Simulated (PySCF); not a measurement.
PySCF input for C₄H₉NSi, SMILES C=C1[SiH2]N[C@H]1C, PBE/pcSseg-1. Coordinates come from a ωB97X-D3(BJ)/def2-SVP optimisation. The structure was generated by enumeration; whether it is a known compound was not checked.

```python
import numpy as np
from pyscf import gto, scf, dft
from pyscf.prop.nmr import rks as nmr

mol = gto.M(
    atom='''
    C    -0.71271979    1.62604330    1.25606978
    C    -0.45205074    0.55151020    0.51571427
    Si   -1.20545690   -0.55176438   -0.80675797
    N     0.38616759   -1.20895477   -0.60473932
    C     0.83102054   -0.29964380    0.46693896
    C     2.09717067    0.48303451    0.13421209
    H     0.01893683    2.02976495    1.96827445
    H    -1.67036496    2.15307993    1.18703552
    H    -1.54849719    0.04259495   -2.13561480
    H    -2.37092701   -1.40575689   -0.41580616
    H     0.93422485   -2.00743824   -0.89011763
    H     0.97211684   -0.83125521    1.43007672
    H     2.34708577    1.18815964    0.94346309
    H     2.95376549   -0.19855629    0.00145099
    H     1.95635862    1.05112675   -0.79858609
    ''',
    basis='pcSseg-1',
    charge=0,
    spin=0,
    max_memory=1600,
    verbose=3,
)
mf = dft.RKS(mol, xc='pbe')
mf.grids.level = 3
mf.conv_tol = 1e-10
mf.max_cycle = 100
mf.kernel()
n = nmr.NMR(mf)
n.verbose = 2
n.max_cycle_cphf = 60
sigma = n.kernel()
print('atom   isotropic/ppm   span/ppm')
for i, s in enumerate(sigma):
    w = np.linalg.eigvalsh((s + s.T) / 2)
    print(f'{mol.atom_symbol(i):2s}{i + 1:3d} {w.mean():14.3f} {w[2] - w[0]:11.3f}')
```

Log of the run:

```
converged SCF energy = -501.589319310128
atom   isotropic/ppm   span/ppm
C   1         53.578     215.312
C   2         17.420     203.551
Si  3        361.716     145.701
N   4        220.642      95.821
C   5        106.138      49.165
C   6        151.851      41.610
H   7         25.326       7.534
H   8         25.494       5.877
H   9         25.205       7.925
H  10         25.179       7.744
H  11         30.894      16.733
H  12         26.350       6.656
H  13         29.809       9.706
H  14         29.921       8.774
H  15         30.048       5.963
```

The run converged.
